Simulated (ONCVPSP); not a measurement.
## Transferability test, ONCV potential for P

P (Z = 15), optimised norm-conserving Vanderbilt (ONCV), made with ONCVPSP 4.0.1 (PBE, scalar-relativistic). Core [Ne], reference 3s2 3p3. Waves: 3s: rc 1.70 bohr, ncon 3, nbas 6, qcut 3.4 1/bohr, 2 projectors, debl 3.8 Ha; 3p: rc 1.95 bohr, ncon 3, nbas 8, qcut 4.4 1/bohr, 2 projectors, debl 1.4 Ha; d scattering state at 0.03 Ha: rc 1.60 bohr, ncon 4, nbas 9, qcut 5.4 1/bohr, 2 projectors, debl 0.8 Ha. Local part: polynomial inside 1.50 bohr (lpopt 5, dvloc0 -1 Ha). Core correction: Teter function, fcfact 3.5, rcfact 1.

Energies are relative to the spin-unpolarised reference configuration 3s2 3p3; without spin polarisation the order of configurations can differ from experiment.

```tsv
valence configuration	charge	ΔE all-electron (eV)	error AE − PS (meV)
3s2 3p2	+1	9.730	0.0
3s2 3p0	+3	58.616	+45
```

Q: What are ΔE and the potential's error for 3s2 3p1?

A: ΔE = 28.877 eV all-electron; the error (AE − PS) is +6.3 meV.

Q: What are ΔE and the potential's error for 3s0 3p5?

A: ΔE = 17.200 eV all-electron; the error (AE − PS) is -25 meV.

Levels in the configuration 3s2 3p1:

```
level  all-electron (eV)  pseudo (eV)
   3s            -33.956      -33.946
   3p            -24.275      -24.259
```
